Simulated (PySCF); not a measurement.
**Excited states of I⁵⁺ (iodine, charge +5)**

Ground state [Kr] 4d10 5s2, ¹S. All numbers are calculated (PySCF 2.14, scalar relativity through the core potential, in aug-cc-pVTZ-PP with one added diffuse shell each of d, f type with ECP28MDF (6s5p5d3f, 67 functions)). Vertical excitation energies in eV without spin-orbit coupling; excited terms of each kind are numbered among those the solver found.

```csv
term,leading excitation,TDA-wB97X,TD-wB97X
1 3P°,5s → p,12.539,12.481
1 1P°,5s → p,16.937,16.458
1 3D,5s → d,31.786,31.781
1 1D,5s → d,32.143,32.130
1 3S,5s → s,36.854,36.849
1 1S,5s → s,37.565,37.536
2 3P°,5s → p,41.526,41.519
1 1F°,5s → f,41.931,41.921
1 3F°,5s → f,42.309,42.305
2 1P°,5s → p,42.358,42.322
2 3D,5s → d,48.379,48.375
2 1D,5s → d,49.068,49.066
```

Oscillator strength of the first ¹S → ¹P° line: TDA-wB97X 2.50, TD-wB97X 1.94.

Doubly excited terms such as np² are absent. The solver can miss terms.
